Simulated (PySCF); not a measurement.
## Computed structure and properties of [Gd(HCN)]3+

System: [Gd(HCN)]3+ (singlet in the valence; each metal's 4f electrons, 7 of them, lie in its core potential, out of spins and levels); start: template (C∞v). Method: PySCF 2.14.0, RKS PBE0, Gd lcecp-1-SVP with ECP53, N def2-SVP, C def2-SVP, H def2-SVP; non-relativistic Hamiltonian with scalar-relativistic core potentials where named; density fitting; no spin-orbit coupling.

Input of the relaxation:

```python
mol = gto.M(atom='''
Gd     0.00000    -0.00000    -0.45731
N      0.00000     0.00000     2.07519
C      0.00000     0.00000     3.23519
H      0.00000     0.00000     4.30519''',
    basis={'Gd': 'lcecp-1-SVP', 'N': 'def2-SVP', 'C': 'def2-SVP', 'H': 'def2-SVP'},
    ecp={'Gd': 'lcecp-1-SVP'},
    charge=3, spin=0)
mf = dft.RKS(mol, xc='PBE0')
mf.grids.atom_grid = (50, 194)  # f atoms: unpruned, at least (60, 302)
mf = mf.density_fit()  # fitting sets: Gd AutoAux, N def2-universal-JKFIT, C def2-universal-JKFIT, H def2-universal-JKFIT
mf.conv_tol = 1e-08; mf.max_cycle = 55
mf.kernel(dm0)  # dm0: converged density of the start geometry
# quasi-Newton relaxation in Cartesian coordinates to a largest gradient under 0.00045 Eh/bohr, steps kept in the point group
```

Run from Python with OMP_NUM_THREADS=2; the lines above give its settings. Where DIIS fails, smearing, a level shift and second-order steps follow.
It took 9 s on 2 threads of Arm Neoverse V1, on a shared host, from the converged density of the start.

Course of the relaxation:

| step | energy above end (eV) | largest force component within the symmetry (eV/Å) |
| --- | --- | --- |
| 0 | 0.4302 | 2.194 |
| 1 | 0.1798 | 1.718 |
| 2 | 0.0433 | 1.069 |
| 3 | 0.0050 | 0.342 |
| 4 | 0.0003 | 0.098 |
| 5 | 0.0000 | 0.035 |
| 6 | 0.0000 | 0.017 |

Relaxed geometry (C∞v):

```xyz
4

Gd    0.0000    0.0000   -0.2490
N     0.0000    0.0000    1.9863
C     0.0000    0.0000    3.1526
H     0.0000    0.0000    4.2685
```

| contact | Å |
| --- | --- |
| Gd1–N2 (HCN) | 2.235 |

On the finer grid (75, 302):

- HOMO: -26.98 eV
- LUMO: -19.81 eV
- Dipole about the centre of mass: 4.78 D
- Set of Mulliken populations of Gd1 outside the core potential: s 2.07, p 6.04, d 0.36, f 0.02
- D3(BJ) dispersion energy (not in the energies): -0.084 eV

```tsv
atom	Mulliken (e)	Löwdin (e)	spin (e)
Gd1	2.51	2.37	0.00
N2	-0.20	-0.08	0.00
C3	0.37	0.53	0.00
H4	0.32	0.18	0.00
```

The 4f levels lie in the core potential and are missing. Their spin isn't counted.

On the grid (50, 194), as all that follows. Harmonic modes: a minimum; lowest 268 cm⁻¹ (negative: unstable), highest 3159 cm⁻¹, zero-point energy 0.495 eV.

Taking off one HCN (charge 0, singlet; the rest: singlet) in vacuum, both parts rigid, costs 5.68 eV; the small basis without counterpoise inflates it. Parting with an electron moved from the ligand to the metal can be far cheaper, even downhill.

Rigid scan of HCN along the line from its metal:

distance to N2 (Å), energy (eV) and a bar:
```
     1.94      0.928 ##############################
     2.04      0.356 ############
     2.14      0.077 ###
     2.24      0.000 
     2.34      0.059 ##
     2.44      0.207 #######
     2.64      0.648 #####################
```

One start shape was tried, so this needn't be the lowest isomer.

An lcecp potential fixes the number of 4f electrons, so in runs with it no electron can move into or out of that shell.
